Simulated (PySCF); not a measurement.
**Electronic structure of F⁺ (fluorine, charge +1) at the UHF level**

Configuration: [He] 2s2 2p3 3s1, high-spin 5S determinant (an excited configuration). All numbers are calculated (PySCF 2.14, no relativity, point nucleus, in aug-cc-pwCVDZ).

* Total energy: -98.040138 hartree
* One-electron energy: -129.1360 hartree
* Hartree (Coulomb) energy: 40.4802 hartree
* Exchange energy: -9.3843 hartree
* Kinetic energy: 98.09426 hartree
* ⟨S²⟩: 6.0026
* ⟨L²⟩: 0.000
* Sum of ⟨r⟩: 7.900 bohr
* Sum of ⟨r²⟩: 15.31 bohr²
* Density at the nucleus (Gaussians lack the cusp): 434 bohr⁻³
* Spin density at the nucleus: 1.10 bohr⁻³
* Langevin diamagnetic susceptibility: -12.1 ×10⁻⁶ cm³/mol

| shell | electrons | mean orbital energy (eV) | rms radius, mean of both spins (bohr) |
| --- | --- | --- | --- |
| 1s α | 1 | -756.55 | 0.204 |
| 1s β | 1 | -751.54 | 0.204 |
| 2s α | 1 | -78.624 | 1.02 |
| 2s β | 1 | -60.781 | 1.02 |
| 2p α | 3 | -53.844 | 0.997 |
| 3s α | 1 | -12.617 | 3.19 |

The outer electron is Rydberg-like, and this basis confines it to a smaller radius and binds it less than a complete one would.

Spin-orbit constants ζ (cm⁻¹) from the X2C one-electron operator on these orbitals (non-relativistic here): bare nucleus, nucleus screened by l(l+1)(2l+1)/3 electrons, and screened by the Breit-Pauli mean field of the electrons.

```tsv
shell	bare	screened nucleus	mean field
2p	512.6	398.7	347.3
```
